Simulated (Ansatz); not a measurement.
One change: `[F][Ge][F]` becomes `[F][GeH]`.

Ansatz, PBE0-D4/def2-TZVP geometries, multiplicity 1. 

Scalar relativity is left out up to krypton.

```
                                                                                  property  `[F][Ge][F]`
                                                         LUMO energy (PBE/def2-TZVPP) / eV         -3.34
                                        size of the dipole moment (ωB97M-V/def2-TZVPP) / D          2.54
ideal-gas entropy at 298 K and 1 bar (rigid rotor, harmonic PBE0-D4/def2-TZVP) / J/(mol·K)           271
                                                     HOMO–LUMO gap (B3LYP/def2-TZVPP) / eV          5.94
                                                     HOMO energy (ωB97M-V/def2-TZVPP) / eV        -11.19
                                            zero-point energy (PBE0-D4/def2-TZVP) / kJ/mol           9.7
```

Question: Give the same properties after the change, and the shifts. (An estimate is asked.)

Answer: Ansatz gave: 
```tsv
property	`[F][GeH]`	shift
LUMO energy (PBE/def2-TZVPP) / eV	-3.65	-0.31
size of the dipole moment (ωB97M-V/def2-TZVPP) / D	1.93	-0.61
ideal-gas entropy at 298 K and 1 bar (rigid rotor, harmonic PBE0-D4/def2-TZVP) / J/(mol·K)	252	-19
HOMO–LUMO gap (B3LYP/def2-TZVPP) / eV	3.98	-1.96
HOMO energy (ωB97M-V/def2-TZVPP) / eV	-9.37	1.82
zero-point energy (PBE0-D4/def2-TZVP) / kJ/mol	19.8	10.1
```

With PBE0 the HOMO rises by 1.72 eV and the LUMO falls by 0.24 eV, so the gap narrows by about 1.96 eV. PBE moves the HOMO by 1.57 eV and ωB97M-V by 1.82 eV. Dipoles are sizes alone; their direction can turn.

B3LYP here is the variant with VWN-RPA as its local correlation; programs differ in this.
